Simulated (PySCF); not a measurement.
## Spin-Hamiltonian simulation

Molecule: `InChI=1S/C6H6O2/c1-5(7)6-3-2-4-8-6/h2-4H,1H3`.

Bonds (- single, = double, # triple, : aromatic): C1-C2 1.506 Å, C2=O3 1.213 Å, C2-C4 1.470 Å, C4:C5 1.372 Å, C5:C6 1.421 Å, C6:C7 1.368 Å, C7:O8 1.340 Å, O8:C4 1.358 Å. C1 carries H9, H10, H11; C5 carries H12; C6 carries H13; C7 carries H14.

- shielding tensors at KT3/pcSseg-1 (GIAO)
- J couplings at B3LYP/pcJ-1 (without the spin–dipole term)
- geometry: PBE0-D3(BJ)/def2-SVP
- program: PySCF 2.14
- no solvent model, a single conformation, non-relativistic, fast rotation and ring inversion assumed for equivalent nuclei

References, each an isolated molecule treated in the same way: 1H (31.32 ppm) vs TMS.

Shifts (ppm): H12 7.19, H13 6.44, H14 7.24.
Couplings (Hz): H12–H13: 4.0; H12–H14: 0.6; H13–H14: 2.1.

The 3-spin Hamiltonian (Zeeman plus full scalar coupling among like nuclei) was diagonalised exactly; lines are Lorentzian, 0.4 Hz wide, and the maxima above 3 % are listed with the tallest set to 100.

**Question.** Give the 1H peak list of this spin system at 90 MHz.

**Answer.** 
Hz from δ = 0 (height): 653.0 (72), 652.4 (93), 650.9 (81), 650.3 (100), 649.5 (94), 648.9 (72), 645.5 (97), 644.9 (80), 582.6 (82), 580.5 (78), 578.6 (74), 576.5 (69)

**Question.** And at 800 MHz?

**Answer.** 
```tsv
Hz	ppm	height
5793.4	7.242	97
5792.8	7.241	100
5791.2	7.239	99
5790.7	7.238	100
5754.3	7.193	98
5753.7	7.192	96
5750.3	7.188	100
5749.7	7.187	97
5155.1	6.444	90
5153.0	6.441	90
5151.1	6.439	90
5149.0	6.436	88
```

**Question.** Among coupled protons with different shifts, which pair is furthest from first order, and how does the field change that?

**Answer.** H12 and H13: Δν/J is about 16.9 at 90 MHz (close to first order) and 150.0 at 800 MHz (close to first order). J in Hz doesn't depend on the field, while Δν in Hz grows in proportion to it.

Unscaled 3J(H,H) at this level run about 10 % above measured values.
